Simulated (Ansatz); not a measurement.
**IBr (iodine monobromide): the vertical ionisation energy from total energies**

IBr has 2 atoms, charge 0, and is taken as a singlet. As SMILES, `BrI`. Geometry: relaxed at PBE0-D4/def2-TZVP.

```xyz
2

Br    0.0000    0.0000   -0.0029
I     0.0000    0.0000    2.4609
```

Both states at this one shape; open shells run unrestricted unless said. 1 Eh = 27.2114 eV.

```tsv
level	program	singlet IBr (Eh)	doublet IBr+ (Eh)	HOMO of the first (eV)
BLYP/def2-QZVPP (core potential)	Ansatz	-2871.903929	-2871.553530	-6.31
r2SCAN/Sapporo-TZP	Ansatz	-9494.638028	-9494.275060	-6.79
```

**Question.** Work out the vertical ionisation energy at each level.

**Answer.** 
1. BLYP/def2-QZVPP (core potential): -2871.553530 − (-2871.903929) = 0.350399 Eh = 9.53 eV; −ε(HOMO) = 6.31 eV.
2. r2SCAN/Sapporo-TZP: -9494.275060 − (-9494.638028) = 0.362968 Eh = 9.88 eV; −ε(HOMO) = 6.79 eV.

No measured value is set beside it here; the levels span 9.53 to 9.88 eV. In semi-local functionals −ε(HOMO) lies far under the ionisation energy, a result of self-interaction, while the difference of totals does much better. Spin-orbit coupling, which splits open shells on such heavy atoms by tenths of an eV, is left out. All-electron rows are non-relativistic unless named.
